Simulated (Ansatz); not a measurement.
Ansatz results at the PBE0-D4/def2-TZVP geometry: zero-point energy (PBE0-D4/def2-TZVP) 58.7 kJ/mol; LUMO energy (PBE0/def2-TZVPP) -1.30 eV; LUMO energy (B3LYP/def2-TZVPP) -1.53 eV.

Each molecule was computed in one conformer, which needn't be the lowest.

(1) Which molecule gave them?
A. `NB(O)F`
B. `CSB(Cl)Cl`
C. `NB(Cl)O[SiH3]`
D. `O=C=NB(F)Cl`

Results:

(1) D. The others give `NB(Cl)O[SiH3]`: 165.1, 0.02, -0.21; `CSB(Cl)Cl`: 120.8, -1.12, -1.28; `NB(O)F`: 128.2, 0.40, 0.01.

B3LYP here is the variant with VWN-RPA as its local correlation; programs differ in this.
